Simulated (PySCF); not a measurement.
Unknown compound

Molecular formula: C7H13N3. Simulated spectra:

¹H NMR (500 MHz, computed): δ 7.42 (s, 1H), 2.51 (s, 3H), 1.67 (s, 9H).

¹³C{¹H} NMR (computed): δ 148.0 (C), 137.0 (CH), 59.5 (C), 31.2 (CH3), 13.2 (CH3).

[PySCF: GFN2-xTB structure; shieldings: GIAO PBE0/pcSseg-1; in vacuum; non-relativistic Hamiltonian; a single conformation; one averaged value for each set of equivalent atoms]

References, each an isolated molecule treated in the same way: ¹H and ¹³C vs TMS.

Q: What is the structure?

A: 
- Rings plus π bonds: 3 (1 ring in the answer).
- 5 carbon signals for 7 carbons: some carbons are equivalent by symmetry or fast rotation.
- Carbon types of the structure: 2 × C, 1 × CH, 4 × CH3, which accounts for all hydrogens.
- δC 148.0: substituted aromatic carbon next to a ring nitrogen.
- δC 137.0: aromatic CH next to a ring nitrogen.
- δC 59.5: fully substituted sp3 carbon bonded to N; the inductive effect lowers its shielding.
- δC 31.2: methyl carbon; aliphatic region, no heteroatom directly attached.
- δC 13.2: methyl carbon on an aromatic ring; saturated and bonded to C and H only.
- δH 7.42: hydrogen on an aromatic CH next to a ring nitrogen; aromatic region.
- δH 2.51: hydrogen on a methyl carbon on an aromatic ring; benzylic-type position, deshielded by the ring.

The compound is SMILES Cc1cnn(C(C)(C)C)n1.

This is the structure that produced the data.

Shifts are as computed. Against solution values, carbons near 30 ppm lie about +3 ppm off and those near 130 ppm about +5 ppm. Of 1211 compounds with measured shifts, 218 miss one by over three times the rms of a fit or turn the order of signals round; such compounds aren't used in these exercises. Multiplicities follow the n + 1 count of equivalent neighbours, as no J values were calculated; m marks all less simple cases, F and P coupling included.
